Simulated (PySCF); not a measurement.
Gas-phase reaction: 2 Ge2O2 + H2O2 → GeH2 + 3 GeO2

Energies from PySCF, thermal terms from the rigid-rotor harmonic-oscillator model, ideal gas at 1 bar. S°(298 K) at PBE0/def2-TZVP differs from the NASA 1993 table for H2O2 (-8 J/mol/K); whether the harmonic model or the table's entry is off was not settled. † marks an energy on the PBE0/def2-TZVP geometry and frequencies; other levels use their own. MP2 freezes the core. All species are closed-shell singlets. Ge: all electrons, no relativistic terms. No R ln 2 is added for the mirror-image form of H2O2. Ge2O2, GeH2, GeO2: computed as isolated molecules; such fragments, hydroxides, amides, oligomers or adducts are transient or little studied in the gas. MP2 isn't extrapolated to the basis-set limit; its ΔH°(298 K) is 576.0 kJ in def2-SVP and 589.5 kJ in def2-TZVPP. The harmonic model lacks anharmonicity and excited electronic states, which grow with temperature; levels with a mode under 35 cm⁻¹ are left out. Internal rotation in H2O2 is treated as a harmonic vibration of one conformer, which makes the entropy rough.

```tsv
level	ΔE electronic, kJ	ΔH°(298 K), kJ	ΔS°(298 K), J/K	ΔG°(1000 K), kJ
MP2/def2-TZVPP†	618	590	132	456
PBE0/def2-QZVP†	742	714	132	581
PBE0/def2-SVP†	778	750	132	617
PBE0/def2-TZVP	736	708	132	575
r2SCAN/def2-TZVP†	681	653	132	519
```
ΔH° is lowest at MP2/def2-TZVPP† and highest at PBE0/def2-SVP†. No reference value is set beside these.
